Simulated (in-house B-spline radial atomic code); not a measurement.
# Removing one electron from the platinum ion Pt⁶⁶⁺

Closed shell [Ne] 3s2. Computed with an all-electron radial atomic-structure program (B-spline basis): Koopmans values of Dirac-Hartree-Fock plus a diagonal self-energy, in second order or with its direct term screened (direct RPA, with the hole-particle interaction, or full time-dependent Hartree-Fock), linearised in energy; no-pair Dirac-Coulomb Hamiltonian, finite nucleus. Shifts add to the Koopmans value (the ΔSCF shift is orbital relaxation alone); the final value takes TDHF screening with Breit and QED.

Command:
```bash
python run_mb.py task.json out
```
Settings (nuclear radius in fm, box in bohr, cutoff in hartree):
```
basis_form          2
Z                   78
core_configuration  [Ne] 3s2
rms_radius          5.427
mass_number         195
speed_of_light      137.036
box_radius          2.097
lmax                7
intervals           55
virtual_cutoff      24336.0
```

Run time, properties included: 4.8 s on 1 thread of Arm Neoverse N1, on a shared host.

Energies in eV:

| subshell | Koopmans | ΔSCF shift | second order | direct RPA | hole-particle | TDHF | Breit + QED | final |
| --- | --- | --- | --- | --- | --- | --- | --- | --- |
| 3s1/2 | 7971.67 | -0.246 | ? | ? | ? | ? | ? | ? |

Question: What does the self-energy do to 3s1/2?

Answer: It shifts the removal energy by 3.888 eV in second order, 3.024 with direct RPA, 3.545 with the hole-particle term and 3.777 with TDHF screening (quasi-particle weight 0.996); Breit and QED add -13.902 eV. The final value is 7961.55 eV, against 7960 ± 40 eV (NIST, tabulated theory).
